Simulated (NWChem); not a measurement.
Species: SiH₂I cation

```xyz
4

Si     0.0000     0.0000     1.7562
I      0.0000     0.0000    -0.5576
H      0.0000     1.2893     2.4830
H      0.0000    -1.2893     2.4830
```
Atoms are numbered in this order, from 1.

Coordinates come from a PBE0/def2-SVP optimisation. def2 effective core potentials on I; no spin-orbit coupling.

Symmetry labels are those of C2v in the frame above (b1 and b2, or b-type labels, depend on it).

List the 6 lowest vertical singlet excitations and the 6 lowest triplet ones from Hartree-Fock/def2-SVP with def2 effective core potentials on I, TDHF (NWChem).


```tsv
state	energy (eV)	oscillator strength	symmetry	leading excitation (squared amplitude)
S1	4.29	0.000	a2	HOMO → LUMO (0.98)
S2	5.31	0.104	a1	HOMO−1 → LUMO (0.95)
S3	6.26	0.002	b1	HOMO−2 → LUMO (0.94)
S4	6.43	0.011	b2	HOMO → LUMO+1 (0.95)
S5	6.74	0.008	b1	HOMO−1 → LUMO+1 (0.92)
S6	7.28	0.000	a2	HOMO−3 → LUMO (0.98)
T1	3.52	spin-forbidden	a1	HOMO−1 → LUMO (1.00)
T2	3.97	spin-forbidden	a2	HOMO → LUMO (0.97)
T3	5.07	spin-forbidden	b1	HOMO−2 → LUMO (0.60)
T4	5.45	spin-forbidden	b2	HOMO → LUMO+1 (0.94)
T5	6.04	spin-forbidden	b1	HOMO−1 → LUMO+1 (0.57)
T6	6.32	spin-forbidden	a2	HOMO−3 → LUMO (0.95)
```
